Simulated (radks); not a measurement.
Trend from Mg+ to Ar+: ionisation energy by Delta-SCF between NIST ground configurations, and size. Method: scalar-relativistic Kohn-Sham, PBE, spin-polarised, spherical densities, finite nucleus; open shells are filled with parallel spins first; Fermi nuclear charge, rms radius of each element as measured or else 0.836 A^(1/3) + 0.57 fm; computed with a radial shooting solver on a logarithmic mesh with Libxc functionals.

| species | configuration | configuration of the ion | IE (eV) | NIST (eV) | kind | -e(HOMO) (eV) | outermost | <r> outermost (bohr) | r at 0.001 e/bohr^3 (bohr) |
|---|---|---|---|---|---|---|---|---|---|
| Mg+ | [Ne] 3s1 | [Ne] | 15.362 | 15.035 | exp. | 11.917 (3s) | 3s | 2.77 | 3.79 |
| Al+ | [Ne] 3s2 | [Ne] 3s1 | 18.793 | 18.829 | exp. | 14.811 (3s) | 3s | 2.38 | 3.89 |
| Si+ | [Ne] 3s2 3p1 | [Ne] 3s2 | 16.266 | 16.346 | exp. | 12.115 (3p) | 3p | 2.44 | 3.92 |
| P+ | [Ne] 3s2 3p2 | [Ne] 3s2 3p1 | 19.867 | 19.769 | semi-emp. | 15.018 (3p) | 3p | 2.12 | 3.81 |
| S+ | [Ne] 3s2 3p3 | [Ne] 3s2 3p2 | 23.369 | 23.338 | exp. | 17.909 (3p) | 3p | 1.87 | 3.67 |
| Cl+ | [Ne] 3s2 3p4 | [Ne] 3s2 3p3 | 23.628 | 23.814 | exp. | 18.185 (3p) | 3p | 1.73 | 3.56 |
| Ar+ | [Ne] 3s2 3p5 | [Ne] 3s2 3p4 | 27.689 | 27.630 | exp. | 21.554 (3p) | 3p | 1.56 | 3.44 |

Reference values: NIST Atomic Spectra Database (exp. = measured, semi-emp. = semi-empirical, theory = theoretical value adopted there). Open shells are spherical and high-spin; term and fine-structure splittings are not resolved.
